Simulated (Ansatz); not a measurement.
Z-matrix (Å, degrees):
```
C
H 1 1.1267
C 1 1.5405 2 106.97
H 3 1.1020 1 110.15 2 -59.30
H 3 1.1058 4 106.14 1 117.13
C 3 1.5326 4 110.55 5 117.70
H 6 1.1028 3 110.17 4 -59.70
H 6 1.1069 7 106.40 3 -118.16
C 6 1.5327 7 110.47 8 -117.95
H 9 1.1018 6 110.32 7 58.48
H 9 1.1057 10 106.84 6 118.21
C 9 1.5383 10 110.53 11 119.60
H 12 1.1230 9 108.20 10 -61.01
C 12 1.5383 13 108.34 9 120.22
H 14 1.1011 12 110.66 13 61.61
H 14 1.1058 15 106.57 1 -117.20
B 1 1.5550 2 95.70 14 120.41
H 17 1.2095 1 120.65 2 -88.12
H 17 1.2095 18 118.64 1 -174.89
B 12 1.5572 13 95.59 9 -119.84
H 20 1.2095 12 120.53 13 85.32
H 20 1.2100 21 118.48 12 174.42
```
Charge 0, spin multiplicity 1.

These are frozen-core CCSD(T)/cc-pVDZ // B3LYP-D3(BJ)/def2-SVP (Ansatz, an electronic-structure program) values and carry that method's errors.

```
Property                       Result
----------------------  -------------
HF energy               -284.70940 Ha
MP2 correlation energy    -1.01459 Ha
```

Estimate the CCSD correlation energy, the (T) correction, the total energy and the T1 diagnostic.


```json
{
  "CCSD correlation energy": "-1.11475 Ha",
  "(T) correction": "-0.03622 Ha",
  "CCSD(T) total energy": "-285.86038 Ha",
  "T1 diagnostic": "0.009"
}
```
